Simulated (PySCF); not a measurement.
Delta-SCF ions had no search for a lower state. 

Cartesian coordinates (Å):
```xyz
10

C      0.0028     0.6887    -0.2325
C     -1.1314    -0.3253    -0.0436
S     -0.0773    -1.3434     1.0529
C      1.1301    -0.2428     0.2277
H      0.1088     1.0972    -1.2403
H     -0.1113     1.5183     0.4664
H     -2.0426     0.0449     0.4245
H     -1.3858    -0.8677    -0.9558
H      1.6309    -0.7577    -0.5939
H      1.8759     0.1878     0.8945
```
Charge 0, multiplicity 1.

### Question
Estimate the LUMO, HOMO–LUMO gap and vertical ionisation energy (Delta-SCF) that ωB97X-D3(BJ)/def2-TZVP // PBE0-D3(BJ)/def2-TZVP (PySCF) returns for this input.

### Answer

The LUMO comes out as 2.32 eV and the HOMO–LUMO gap is 11.03 eV. The vertical ionisation energy (Delta-SCF) is 8.69 eV.
